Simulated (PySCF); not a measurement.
Species: C₄H₅ClSi.
Bonds: Si1–C2, C2–C3 (double), C3–C4 (double), C4–C5 (double), C5–Cl6. Hydrogens: H7, H8, H9 on Si1; H10 on C2; H11 on C5.

Computed with PBE0-D3(BJ)/def2-SVP geometry optimisation, gas phase (PySCF).

Q: List the bond lengths and angles at this level.

A: 
```tsv
bond	length (Å)	order
Si1–C2	1.874	single
C2=C3	1.320	double
C3=C4	1.273	double
C4=C5	1.318	double
C5–Cl6	1.727	single
Si1–H7, Si1–H8, Si1–H9	1.494	single
C2–H10	1.099	single
C5–H11	1.094	single
```

Bonds in one row agree within 0.01 Å and their mean is given. Orders are formal, as drawn. A selection of angles:
```tsv
angle	degrees
C2–Si1–H7	109.9
H7–Si1–H8	107.8
H7–Si1–H9	110.0
Si1–C2–C3	122.3
Si1–C2–H10	119.6
C3–C2–H10	118.1
C2–C3–C4	178.1
C3–C4–C5	178.9
C4–C5–Cl6	123.5
C4–C5–H11	123.2
Cl6–C5–H11	113.4
```

The 6 heavy atoms lie in one plane (0.001 Å rms). Si1 (SiH3 silicon) is tetrahedral (angles from 107.8° to 110.0°). The C–C distances run from 1.273 Å (C3=C4, drawn double) to 1.320 Å (C2=C3, drawn double), a spread of 0.047 Å.

Point group: Cs (tolerance 0.08 Å). Stationary, but not proved a minimum.
